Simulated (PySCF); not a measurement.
BeBrH. Atoms are numbered in the order given.

```xyz
3

Be     0.0000     0.0000    -1.6782
H      0.0000     0.0000    -3.0062
Br     0.0000     0.0000     0.2777
```
Charge 0, spin multiplicity 1.

Geometry: PBE0-D3(BJ)/def2-TZVPD.

The numbers are results of TDDFT-CAM-B3LYP/def2-TZVPD in PySCF 2.14.0, not measurements.

Vertical excitations; the highest root listed may be one member of a degenerate set. The molecule is in vacuum. State labels are in the subgroup C2v.

### Question
Give excitation energies, oscillator strengths and character. (An estimate is asked for; the answer gives what the named calculation found.)

### Answer

| state | symmetry | energy (eV) | λ (nm) | f | main pairs |
|---|---|---|---|---|---|
| S1 | A2 | 6.88 | 180 | 0.000 | HOMO−1→LUMO+1 46 %, HOMO→LUMO 46 % |
| S2 | A2 | 6.94 | 179 | 0.000 | HOMO→LUMO, HOMO−1→LUMO+1 (degenerate set) |
| S3 | A1 | 6.94 | 179 | 0.000 | HOMO−1→LUMO, HOMO→LUMO+1 (degenerate set) |
| S4 | B1 | 7.43 | 167 | 0.016 | HOMO−2→LUMO (degenerate set) |
| S5 | B2 | 7.43 | 167 | 0.016 | HOMO−2→LUMO+1 (degenerate set) |
| S6 | B2 | 7.72 | 161 | 0.154 | HOMO→LUMO+2 (degenerate set) |
| S7 | B1 | 7.72 | 161 | 0.154 | HOMO−1→LUMO+2 (degenerate set) |
| S8 | A1 | 7.82 | 158 | 0.191 | HOMO→LUMO+1 44 %, HOMO−1→LUMO 44 % |
| S9 | A1 | 9.01 | 138 | 0.480 | HOMO−2→LUMO+2 76 % |
| S10 | B2 | 9.08 | 137 | 0.117 | HOMO−3→LUMO+1 82 % |
| T1 | A1 | 6.48 | 191 | 0 | HOMO→LUMO+1 44 %, HOMO−1→LUMO 44 % |
| T2 | B1 | 6.52 | 190 | 0 | HOMO−2→LUMO (degenerate set) |
| T3 | B2 | 6.52 | 190 | 0 | HOMO−2→LUMO+1 (degenerate set) |
| T4 | A2 | 6.66 | 186 | 0 | HOMO→LUMO 45 %, HOMO−1→LUMO+1 45 % |
Triplets are in the Tamm–Dancoff approximation, which puts them higher than full response would, so one can lie above its singlet here.
